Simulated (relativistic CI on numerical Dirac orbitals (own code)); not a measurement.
**Cr5+: calculation against measurement**

Computed by Dirac-Coulomb-Breit CI, orbitals from a KLI potential per configuration, model QED (radiative potential, 1s self-energy scaled to tabulated hydrogen-like ionisation energies), valence Slater integrals scaled by 0.85, P86 correlation energy added to each configuration (own radial code, finite nucleus).

CI space (outside the closed core [Ne]): 3s²3p⁶3d, 3s²3p⁵3d², 3s²3p⁶4s, 3s²3p⁶4p, 3s3p⁶3d², 3s²3p⁶4d, 3s²3p⁶5s, 3s²3p⁶4f, 3s²3p⁶5p, 3s²3p⁶5d, 3s²3p⁶6s, 3s²3p⁶5f, 3s²3p⁶5g, 3s²3p⁶6p, 3s²3p⁶6d. Double excitations out of closed p, d and f shells are left out; levels of such configurations are missing from the list, as are those of other unlisted configurations, and high levels can miss mixing partners.

```
Configuration  Term (tabulated)    J  Measured (cm⁻¹)  Computed  Error  Purity (%)
     3s²3p⁶3d                2D  3/2              0.0         0      0         100
     3s²3p⁶3d                2D  5/2            940.0       902    -38         100
     3s²3p⁶4s                2S  1/2         227857.9    234919   7062         100
     3s²3p⁶4p               2P°  1/2         296573.2    303418   6845         100
     3s²3p⁶4p               2P°  3/2         298396.7    305162   6766         100
     3s²3p⁶4d                2D  3/2         402661.7    408907   6246         100
     3s²3p⁶4d                2D  5/2         402888.6    409106   6218         100
     3s²3p⁶5s                2S  1/2         461253.0    464424   3171         100
     3s²3p⁶4f               2F°  5/2         481956.0    490411   8455          82
     3s²3p⁶4f               2F°  7/2         482517.1    491118   8601          80
     3s²3p⁶5p               2P°  1/2         487589.5    491148   3559          66
     3s²3p⁶5p               2P°  3/2         488561.9    492033   3472          72
     3s²3p⁶5d                2D  3/2         534381.7    538667   4286         100
     3s²3p⁶5d                2D  5/2         534489.7    538751   4261         100
     3s²3p⁶6s                2S  1/2         562064.1    564229   2165         100
     3s²3p⁶5f               2F°  5/2         568957.4    574793   5836          98
     3s²3p⁶5f               2F°  7/2         568993.0    574847   5854          98
     3s²3p⁶5g                2G  7/2         572272.3    576131   3859         100
     3s²3p⁶5g                2G  9/2         572274.4    576134   3859         100
     3s²3p⁶6p             2P° †  1/2         574135.0    578919   4784         100
     3s²3p⁶6p             2P° †  3/2         575742.0    579302   3560         100
```

Measured levels from Sugar and Corliss, J. Phys. Chem. Ref. Data 6, 317 (1977); pairs were made by configuration, J and term (by order where the table uses no LS term), so strongly mixed levels may be paired wrongly.

Mean error by configuration (cm⁻¹): 3s²3p⁶3d -38; 3s²3p⁶4s 7062; 3s²3p⁶4p 6805; 3s²3p⁶4d 6232; 3s²3p⁶5s 3171; 3s²3p⁶4f 8528; 3s²3p⁶5p 3515; 3s²3p⁶5d 4273; 3s²3p⁶6s 2165; 3s²3p⁶5f 5845; 3s²3p⁶5g 3859. Over the excited levels the mean absolute error is 5031 cm⁻¹ (20 of the 51 excited levels that our extract of the source holds in range could be paired, and the others can miss by more), and the median relative error of those above 1,000 cm⁻¹ is 1 %. † marks terms whose computed intervals miss the measured ones by more than a factor of 2.5, or configurations far off the rest, from wrong mixing, a near crossing or a doubtful label or measurement; they are left out of the means.
